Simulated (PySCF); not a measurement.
# Computed records: BGeH₄, GeH₄N

Computed with PySCF 2.14.0. Calculation on a computer-drawn molecule: vertical ionisation energy to the stated ion spin, frozen-core CCSD(T) at the basis limit and cheaper methods, single-reference cases, UHF for radicals, no spin-orbit; all values are single points at the evaluated structure, the first of each entry, which is the reference or a displaced copy of it and isn't optimised; the reference structure only sets the zero of the energies above reference; triples share is (T) over the correlation energy; on germanium a core potential holds 10 electrons, which the energies leave out, and 3d is frozen in MP2 and coupled-cluster steps.

Common to all runs: diffuse functions no; basis cc-pVnZ; basis and core potential on germanium cc-pVnZ-PP ECP10MDF; reference is the Hartree-Fock double-zeta minimum; best is HF at quadruple zeta + MP2 correlation extrapolated from triple and quadruple zeta + CCSD(T) minus MP2 at triple zeta; basis step is the size of the change from the same recipe one zeta lower.

```json
{"entry": 1, "formula": "BGeH4", "evaluated_structure": {"atoms_angstrom": [["B", -1.9146, 1.3232, 0.7948], ["Ge", -1.7334, 0.796, -1.3342], ["H", -2.5177, 2.1114, 1.3627], ["H", -0.267, 0.9381, -1.7236], ["H", -2.5649, 1.6593, -2.1921], ["H", -2.0922, -0.7152, -1.4412]]}, "reference_structure": {"atoms_angstrom": [["B", -1.8793, 1.2994, 0.7746], ["Ge", -1.7205, 0.8277, -1.238], ["H", -2.53, 2.0844, 1.3982], ["H", -0.2572, 0.9762, -1.6728], ["H", -2.5856, 1.6959, -2.1647], ["H", -2.1338, -0.6369, -1.4318]]}, "given": {"charge": 0, "multiplicity": 2, "ion_multiplicity": 1, "drawn_bonds_atom": [1, 1, 2, 2, 2], "drawn_bonds_other_atom": [2, 3, 4, 5, 6], "drawn_bonds_order": [1, 1, 1, 1, 1]}, "results": {"ionisation_energy_best [eV]": 8.076, "ionisation_energy_basis_step [eV]": 0.02595, "energy_above_reference_best [kcal/mol]": 4.504, "energy_above_reference_basis_step [kcal/mol]": 0.1131, "triple_zeta_method": ["HF", "PBE", "r2SCAN", "B3LYP", "wB97X", "MP2", "CCSD", "CCSD(T)"], "triple_zeta_ionisation_energy [eV]": [7.67, 8.146, 8.328, 8.183, 8.098, 8.033, 8.014, 8.036], "triple_zeta_energy_above_reference [kcal/mol]": [3.948, 5.066, 5.109, 4.527, 4.794, 4.346, 4.412, 4.44], "total_energy_HF_triple_zeta [hartree]": -320.3091, "total_energy_CCSD(T)_triple_zeta [hartree]": -320.5527, "total_energy_best [hartree]": -320.5791, "T1_diagnostic_at_triple_zeta": 0.01318, "D1_diagnostic_at_triple_zeta": 0.03136, "spin_squared_at_triple_zeta": 0.7572, "ion_T1_diagnostic_at_triple_zeta": 0.01597, "ion_D1_diagnostic_at_triple_zeta": 0.03402, "triples_share_at_triple_zeta": 0.02848, "basis_functions_triple_zeta": 125, "dipole_magnitude_HF_at_triple_zeta [debye]": 0.6475, "dipole_magnitude_CCSD_unrelaxed_at_triple_zeta [debye]": 0.6426, "dipole_magnitude_PBE_at_triple_zeta [debye]": 0.6142, "dipole_magnitude_r2SCAN_at_triple_zeta [debye]": 0.5718, "dipole_magnitude_B3LYP_at_triple_zeta [debye]": 0.6237, "dipole_magnitude_wB97X_at_triple_zeta [debye]": 0.6682}}
{"entry": 2, "formula": "BGeH4", "evaluated_structure": {"atoms_angstrom": [["B", -1.8785, 1.3007, 0.7775], ["Ge", -1.7188, 0.8246, -1.2427], ["H", -2.5283, 2.0858, 1.4051], ["H", -0.259, 0.9768, -1.6734], ["H", -2.5836, 1.6951, -2.1683], ["H", -2.1315, -0.6404, -1.4338]]}, "reference_structure": {"atoms_angstrom": [["B", -1.8793, 1.2994, 0.7746], ["Ge", -1.7205, 0.8277, -1.238], ["H", -2.53, 2.0844, 1.3982], ["H", -0.2572, 0.9762, -1.6728], ["H", -2.5856, 1.6959, -2.1647], ["H", -2.1338, -0.6369, -1.4318]]}, "given": {"charge": 0, "multiplicity": 2, "ion_multiplicity": 1, "drawn_bonds_atom": [1, 1, 2, 2, 2], "drawn_bonds_other_atom": [2, 3, 4, 5, 6], "drawn_bonds_order": [1, 1, 1, 1, 1]}, "results": {"ionisation_energy_best [eV]": 8.207, "ionisation_energy_basis_step [eV]": 0.02368, "energy_above_reference_best [kcal/mol]": 0.07041, "energy_above_reference_basis_step [kcal/mol]": 0.008397, "triple_zeta_method": ["HF", "PBE", "r2SCAN", "B3LYP", "wB97X", "MP2", "CCSD", "CCSD(T)"], "triple_zeta_ionisation_energy [eV]": [7.844, 8.215, 8.409, 8.286, 8.23, 8.174, 8.156, 8.169], "triple_zeta_energy_above_reference [kcal/mol]": [0.03157, 0.1007, 0.1216, 0.08807, 0.07977, 0.06175, 0.05624, 0.05709], "total_energy_HF_triple_zeta [hartree]": -320.3153, "total_energy_CCSD(T)_triple_zeta [hartree]": -320.5597, "total_energy_best [hartree]": -320.5862, "T1_diagnostic_at_triple_zeta": 0.01381, "D1_diagnostic_at_triple_zeta": 0.03155, "spin_squared_at_triple_zeta": 0.7576, "ion_T1_diagnostic_at_triple_zeta": 0.01897, "ion_D1_diagnostic_at_triple_zeta": 0.03998, "triples_share_at_triple_zeta": 0.02857, "basis_functions_triple_zeta": 125, "dipole_magnitude_HF_at_triple_zeta [debye]": 0.4639, "dipole_magnitude_CCSD_unrelaxed_at_triple_zeta [debye]": 0.4205, "dipole_magnitude_PBE_at_triple_zeta [debye]": 0.3863, "dipole_magnitude_r2SCAN_at_triple_zeta [debye]": 0.355, "dipole_magnitude_B3LYP_at_triple_zeta [debye]": 0.4045, "dipole_magnitude_wB97X_at_triple_zeta [debye]": 0.451}}
{"entry": 3, "formula": "BGeH4", "evaluated_structure": {"atoms_angstrom": [["B", -1.8785, 1.3007, 0.7775], ["Ge", -1.7188, 0.8246, -1.2427], ["H", -2.5283, 2.0858, 1.4051], ["H", -0.2914, 0.9734, -1.6638], ["H", -2.5836, 1.6951, -2.1683], ["H", -2.1315, -0.6404, -1.4338]]}, "reference_structure": {"atoms_angstrom": [["B", -1.8793, 1.2994, 0.7746], ["Ge", -1.7205, 0.8277, -1.238], ["H", -2.53, 2.0844, 1.3982], ["H", -0.2572, 0.9762, -1.6728], ["H", -2.5856, 1.6959, -2.1647], ["H", -2.1338, -0.6369, -1.4318]]}, "given": {"charge": 0, "multiplicity": 2, "ion_multiplicity": 1, "drawn_bonds_atom": [1, 1, 2, 2, 2], "drawn_bonds_other_atom": [2, 3, 4, 5, 6], "drawn_bonds_order": [1, 1, 1, 1, 1]}, "results": {"ionisation_energy_best [eV]": 8.202, "ionisation_energy_basis_step [eV]": 0.02385, "energy_above_reference_best [kcal/mol]": 0.4253, "energy_above_reference_basis_step [kcal/mol]": 0.02048, "triple_zeta_method": ["HF", "PBE", "r2SCAN", "B3LYP", "wB97X", "MP2", "CCSD", "CCSD(T)"], "triple_zeta_ionisation_energy [eV]": [7.836, 8.212, 8.405, 8.282, 8.224, 8.169, 8.151, 8.164], "triple_zeta_energy_above_reference [kcal/mol]": [0.2808, 0.5199, 0.3167, 0.3849, 0.2991, 0.3297, 0.4052, 0.426], "total_energy_HF_triple_zeta [hartree]": -320.3149, "total_energy_CCSD(T)_triple_zeta [hartree]": -320.5591, "total_energy_best [hartree]": -320.5856, "T1_diagnostic_at_triple_zeta": 0.01372, "D1_diagnostic_at_triple_zeta": 0.03151, "spin_squared_at_triple_zeta": 0.7576, "ion_T1_diagnostic_at_triple_zeta": 0.01878, "ion_D1_diagnostic_at_triple_zeta": 0.03989, "triples_share_at_triple_zeta": 0.02846, "basis_functions_triple_zeta": 125, "dipole_magnitude_HF_at_triple_zeta [debye]": 0.4281, "dipole_magnitude_CCSD_unrelaxed_at_triple_zeta [debye]": 0.3949, "dipole_magnitude_PBE_at_triple_zeta [debye]": 0.3661, "dipole_magnitude_r2SCAN_at_triple_zeta [debye]": 0.3299, "dipole_magnitude_B3LYP_at_triple_zeta [debye]": 0.378, "dipole_magnitude_wB97X_at_triple_zeta [debye]": 0.4216}}
{"entry": 4, "formula": "BGeH4", "evaluated_structure": {"atoms_angstrom": [["B", -1.901, 1.3195, 0.8075], ["Ge", -1.7396, 0.81, -1.2688], ["H", -2.4987, 2.12, 1.3182], ["H", -0.2813, 0.9551, -1.6873], ["H", -2.5901, 1.6083, -2.2699], ["H", -2.1521, -0.6491, -1.5349]]}, "reference_structure": {"atoms_angstrom": [["B", -1.8793, 1.2994, 0.7746], ["Ge", -1.7205, 0.8277, -1.238], ["H", -2.53, 2.0844, 1.3982], ["H", -0.2572, 0.9762, -1.6728], ["H", -2.5856, 1.6959, -2.1647], ["H", -2.1338, -0.6369, -1.4318]]}, "given": {"charge": 0, "multiplicity": 2, "ion_multiplicity": 1, "drawn_bonds_atom": [1, 1, 2, 2, 2], "drawn_bonds_other_atom": [2, 3, 4, 5, 6], "drawn_bonds_order": [1, 1, 1, 1, 1]}, "results": {"ionisation_energy_best [eV]": 8.372, "ionisation_energy_basis_step [eV]": 0.02381, "energy_above_reference_best [kcal/mol]": 3.132, "energy_above_reference_basis_step [kcal/mol]": 0.1116, "triple_zeta_method": ["HF", "PBE", "r2SCAN", "B3LYP", "wB97X", "MP2", "CCSD", "CCSD(T)"], "triple_zeta_ionisation_energy [eV]": [8.018, 8.396, 8.596, 8.465, 8.399, 8.346, 8.322, 8.336], "triple_zeta_energy_above_reference [kcal/mol]": [2.662, 3.487, 3.453, 2.987, 3.43, 2.979, 3.065, 3.091], "total_energy_HF_triple_zeta [hartree]": -320.3111, "total_energy_CCSD(T)_triple_zeta [hartree]": -320.5549, "total_energy_best [hartree]": -320.5813, "T1_diagnostic_at_triple_zeta": 0.01371, "D1_diagnostic_at_triple_zeta": 0.03186, "spin_squared_at_triple_zeta": 0.7571, "ion_T1_diagnostic_at_triple_zeta": 0.01873, "ion_D1_diagnostic_at_triple_zeta": 0.04052, "triples_share_at_triple_zeta": 0.02848, "basis_functions_triple_zeta": 125, "dipole_magnitude_HF_at_triple_zeta [debye]": 0.7304, "dipole_magnitude_CCSD_unrelaxed_at_triple_zeta [debye]": 0.6005, "dipole_magnitude_PBE_at_triple_zeta [debye]": 0.5238, "dipole_magnitude_r2SCAN_at_triple_zeta [debye]": 0.5552, "dipole_magnitude_B3LYP_at_triple_zeta [debye]": 0.6019, "dipole_magnitude_wB97X_at_triple_zeta [debye]": 0.6487}}
{"entry": 5, "formula": "GeH4N", "evaluated_structure": {"atoms_angstrom": [["N", 0.8637, -0.6379, 3.0296], ["Ge", -0.6108, -0.449, 2.1542], ["H", 1.2665, 0.0896, 3.5963], ["H", 1.4044, -1.4864, 3.0242], ["H", -1.3109, 0.8774, 2.2576], ["H", -1.0923, -1.6239, 1.3493]]}, "reference_structure": {"atoms_angstrom": [["N", 0.8637, -0.6379, 3.0296], ["Ge", -0.6108, -0.449, 2.1542], ["H", 1.2665, 0.0896, 3.5963], ["H", 1.4044, -1.4864, 3.0242], ["H", -1.3109, 0.8774, 2.2576], ["H", -1.0923, -1.6239, 1.3493]]}, "given": {"charge": 1, "multiplicity": 1, "ion_multiplicity": 2, "drawn_bonds_atom": [1, 1, 1, 2, 2], "drawn_bonds_other_atom": [2, 3, 4, 5, 6], "drawn_bonds_order": [1, 1, 1, 1, 1]}, "results": {"ionisation_energy_best [eV]": 17.45, "ionisation_energy_basis_step [eV]": 0.02193, "energy_above_reference_best [kcal/mol]": 0.0, "energy_above_reference_basis_step [kcal/mol]": 0.0, "triple_zeta_method": ["HF", "PBE", "r2SCAN", "B3LYP", "wB97X", "MP2", "CCSD", "CCSD(T)"], "triple_zeta_ionisation_energy [eV]": [15.6, 17.49, 17.3, 17.41, 17.31, 17.41, 17.17, 17.31], "triple_zeta_energy_above_reference [kcal/mol]": [0.0, 0.0, 0.0, 0.0, 0.0, 0.0, 0.0, 0.0], "ionisation_energy_Koopmans_at_triple_zeta [eV]": 18.0, "ionisation_energy_EOM_CCSD_at_triple_zeta [eV]": 17.31, "total_energy_HF_triple_zeta [hartree]": -349.9354, "total_energy_CCSD(T)_triple_zeta [hartree]": -350.2863, "total_energy_best [hartree]": -350.3292, "T1_diagnostic_at_triple_zeta": 0.01706, "D1_diagnostic_at_triple_zeta": 0.054, "ion_T1_diagnostic_at_triple_zeta": 0.008872, "ion_D1_diagnostic_at_triple_zeta": 0.02307, "ion_spin_squared_at_triple_zeta": 0.7588, "triples_share_at_triple_zeta": 0.0351, "basis_functions_triple_zeta": 125}}
{"entry": 6, "formula": "GeH4N", "evaluated_structure": {"atoms_angstrom": [["N", 0.9375, -0.6516, 3.0289], ["Ge", -0.5458, -0.4452, 2.1779], ["H", 1.196, 0.1375, 3.6231], ["H", 1.4073, -1.5059, 3.0103], ["H", -1.2929, 0.9078, 2.2632], ["H", -1.0678, -1.6836, 1.3113]]}, "reference_structure": {"atoms_angstrom": [["N", 0.8637, -0.6379, 3.0296], ["Ge", -0.6108, -0.449, 2.1542], ["H", 1.2665, 0.0896, 3.5963], ["H", 1.4044, -1.4864, 3.0242], ["H", -1.3109, 0.8774, 2.2576], ["H", -1.0923, -1.6239, 1.3493]]}, "given": {"charge": 1, "multiplicity": 1, "ion_multiplicity": 2, "drawn_bonds_atom": [1, 1, 1, 2, 2], "drawn_bonds_other_atom": [2, 3, 4, 5, 6], "drawn_bonds_order": [1, 1, 1, 1, 1]}, "results": {"ionisation_energy_best [eV]": 17.54, "ionisation_energy_basis_step [eV]": 0.02142, "energy_above_reference_best [kcal/mol]": 4.477, "energy_above_reference_basis_step [kcal/mol]": 0.08805, "triple_zeta_method": ["HF", "PBE", "r2SCAN", "B3LYP", "wB97X", "MP2", "CCSD", "CCSD(T)"], "triple_zeta_ionisation_energy [eV]": [15.7, 17.56, 17.38, 17.49, 17.4, 17.51, 17.26, 17.41], "triple_zeta_energy_above_reference [kcal/mol]": [5.293, 3.884, 4.745, 4.492, 4.804, 4.839, 4.564, 4.457], "ionisation_energy_Koopmans_at_triple_zeta [eV]": 18.13, "ionisation_energy_EOM_CCSD_at_triple_zeta [eV]": 17.41, "total_energy_HF_triple_zeta [hartree]": -349.9269, "total_energy_CCSD(T)_triple_zeta [hartree]": -350.2792, "total_energy_best [hartree]": -350.3221, "T1_diagnostic_at_triple_zeta": 0.01703, "D1_diagnostic_at_triple_zeta": 0.05325, "ion_T1_diagnostic_at_triple_zeta": 0.009353, "ion_D1_diagnostic_at_triple_zeta": 0.02339, "ion_spin_squared_at_triple_zeta": 0.7589, "triples_share_at_triple_zeta": 0.03545, "basis_functions_triple_zeta": 125}}
{"entry": 7, "formula": "GeH4N", "evaluated_structure": {"atoms_angstrom": [["N", 0.8629, -0.641, 3.0338], ["Ge", -0.5912, -0.4494, 2.1535], ["H", 1.2666, 0.0784, 3.6136], ["H", 1.3829, -1.4844, 3.0305], ["H", -1.2924, 0.8728, 2.2582], ["H", -1.0837, -1.6213, 1.3373]]}, "reference_structure": {"atoms_angstrom": [["N", 0.8637, -0.6379, 3.0296], ["Ge", -0.6108, -0.449, 2.1542], ["H", 1.2665, 0.0896, 3.5963], ["H", 1.4044, -1.4864, 3.0242], ["H", -1.3109, 0.8774, 2.2576], ["H", -1.0923, -1.6239, 1.3493]]}, "given": {"charge": 1, "multiplicity": 1, "ion_multiplicity": 2, "drawn_bonds_atom": [1, 1, 1, 2, 2], "drawn_bonds_other_atom": [2, 3, 4, 5, 6], "drawn_bonds_order": [1, 1, 1, 1, 1]}, "results": {"ionisation_energy_best [eV]": 17.55, "ionisation_energy_basis_step [eV]": 0.02266, "energy_above_reference_best [kcal/mol]": 0.5055, "energy_above_reference_basis_step [kcal/mol]": 0.08991, "triple_zeta_method": ["HF", "PBE", "r2SCAN", "B3LYP", "wB97X", "MP2", "CCSD", "CCSD(T)"], "triple_zeta_ionisation_energy [eV]": [15.72, 17.6, 17.41, 17.52, 17.42, 17.52, 17.28, 17.42], "triple_zeta_energy_above_reference [kcal/mol]": [0.01339, 0.6668, 0.3927, 0.4856, 0.2967, 0.5134, 0.4575, 0.5556], "ionisation_energy_Koopmans_at_triple_zeta [eV]": 18.11, "ionisation_energy_EOM_CCSD_at_triple_zeta [eV]": 17.42, "total_energy_HF_triple_zeta [hartree]": -349.9353, "total_energy_CCSD(T)_triple_zeta [hartree]": -350.2854, "total_energy_best [hartree]": -350.3284, "T1_diagnostic_at_triple_zeta": 0.01652, "D1_diagnostic_at_triple_zeta": 0.05201, "ion_T1_diagnostic_at_triple_zeta": 0.008762, "ion_D1_diagnostic_at_triple_zeta": 0.02257, "ion_spin_squared_at_triple_zeta": 0.7586, "triples_share_at_triple_zeta": 0.03474, "basis_functions_triple_zeta": 125}}
{"entry": 8, "formula": "GeH4N", "evaluated_structure": {"atoms_angstrom": [["N", 0.8629, -0.641, 3.0338], ["Ge", -0.5912, -0.4494, 2.1535], ["H", 1.2666, 0.0784, 3.6136], ["H", 1.3141, -1.3729, 3.0309], ["H", -1.2924, 0.8728, 2.2582], ["H", -1.0837, -1.6213, 1.3373]]}, "reference_structure": {"atoms_angstrom": [["N", 0.8637, -0.6379, 3.0296], ["Ge", -0.6108, -0.449, 2.1542], ["H", 1.2665, 0.0896, 3.5963], ["H", 1.4044, -1.4864, 3.0242], ["H", -1.3109, 0.8774, 2.2576], ["H", -1.0923, -1.6239, 1.3493]]}, "given": {"charge": 1, "multiplicity": 1, "ion_multiplicity": 2, "drawn_bonds_atom": [1, 1, 1, 2, 2], "drawn_bonds_other_atom": [2, 3, 4, 5, 6], "drawn_bonds_order": [1, 1, 1, 1, 1]}, "results": {"ionisation_energy_best [eV]": 17.7, "ionisation_energy_basis_step [eV]": 0.02431, "energy_above_reference_best [kcal/mol]": 16.81, "energy_above_reference_basis_step [kcal/mol]": 0.3207, "triple_zeta_method": ["HF", "PBE", "r2SCAN", "B3LYP", "wB97X", "MP2", "CCSD", "CCSD(T)"], "triple_zeta_ionisation_energy [eV]": [15.88, 17.75, 17.56, 17.68, 17.58, 17.65, 17.43, 17.57], "triple_zeta_energy_above_reference [kcal/mol]": [14.77, 18.22, 16.9, 16.93, 16.68, 17.12, 16.8, 17.18], "ionisation_energy_Koopmans_at_triple_zeta [eV]": 18.24, "ionisation_energy_EOM_CCSD_at_triple_zeta [eV]": 17.57, "total_energy_HF_triple_zeta [hartree]": -349.9118, "total_energy_CCSD(T)_triple_zeta [hartree]": -350.2589, "total_energy_best [hartree]": -350.3024, "T1_diagnostic_at_triple_zeta": 0.01608, "D1_diagnostic_at_triple_zeta": 0.05048, "ion_T1_diagnostic_at_triple_zeta": 0.008415, "ion_D1_diagnostic_at_triple_zeta": 0.02107, "ion_spin_squared_at_triple_zeta": 0.7578, "triples_share_at_triple_zeta": 0.03372, "basis_functions_triple_zeta": 125}}
```
